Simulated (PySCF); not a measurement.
Molecule: `CB(CC=C)C`, C₅H₁₁B.

Atom-mapped SMILES (the numbers label the heavy atoms): `[CH2:1]=[CH:2][CH2:3][B:4]([CH3:5])[CH3:6]`. Each H is labelled by its parent atom. Ha(C1) is cis to C3; Hb(C1) is trans to C3.

Geometry PBE0-D3(BJ)/def2-SVP throughout; GIAO in PySCF, gas phase, one conformer, non-relativistic; equivalent atoms averaged; basis pcSseg-1.

(1) How do the shifts δ (against TMS at the same level) depend on the functional? (a selection of nuclei; ppm; last column core-seconds on shared hosts with different chips, so compare them loosely)

(2) Which nucleus among those listed moves most, in ppm?

Results:

(1) 
```tsv
functional	kind	C2	C1	C3	C5/C6	H(C2)	Ha(C1)	Hb(C1)	H(C3)	H(C5)/H(C6)	core-s
HF	Hartree–Fock	141.4	123.9	33.5	12.0	5.87	5.26	5.19	1.92	0.73	6.9
LDA	LDA	143.8	129.1	48.3	15.5	5.99	5.38	5.31	2.53	0.92	20
PBE	GGA	137.5	122.8	44.9	14.3	5.87	5.27	5.22	2.43	0.88	24
BLYP	GGA	138.6	122.0	44.6	13.7	5.79	5.16	5.09	2.32	0.84	24
BP86	GGA	137.4	122.9	44.6	14.3	5.85	5.27	5.22	2.40	0.87	23
OPBE	GGA	131.0	118.2	41.9	13.8	5.87	5.31	5.31	2.48	0.88	24
KT2	GGA	128.5	116.0	42.9	13.5	5.67	5.16	5.09	2.35	0.83	37
KT3	GGA	127.0	113.7	41.0	12.7	5.65	5.10	5.06	2.31	0.81	37
B97-D	GGA	133.2	118.3	42.0	12.9	5.77	5.18	5.13	2.31	0.82	37
B3LYP	global hybrid	140.6	124.0	42.2	13.4	5.82	5.20	5.14	2.23	0.82	24
PBE0	global hybrid	139.6	124.8	41.8	13.9	5.88	5.31	5.26	2.30	0.84	23
mPW1PW91	global hybrid	139.4	124.9	41.4	13.8	5.86	5.29	5.25	2.28	0.83	23
WP04	global hybrid	138.5	123.2	38.7	12.1	5.50	5.00	4.98	2.07	0.73	12
B97-2	global hybrid	136.3	121.6	40.3	13.1	5.82	5.25	5.20	2.25	0.81	11
BHandHLYP	global hybrid	142.1	125.4	38.9	12.9	5.83	5.23	5.16	2.10	0.78	11
CAM-B3LYP	range-separated hybrid	143.7	126.5	41.0	13.5	5.88	5.26	5.18	2.18	0.82	16
wB97X-D	range-separated hybrid	140.9	125.2	39.6	13.0	5.88	5.30	5.24	2.17	0.80	16
LC-wPBE	range-separated hybrid	144.4	129.3	39.1	14.1	5.95	5.41	5.36	2.21	0.85	22
```

(2) C2 (alkene CH): from 127.0 ppm with KT3 to 144.4 ppm with LC-wPBE. The smallest spread is 0.19 ppm, at H(C5)/H(C6). Proton shifts span only some 12 ppm, so a few tenths of a ppm matter as much there as several ppm in carbon.
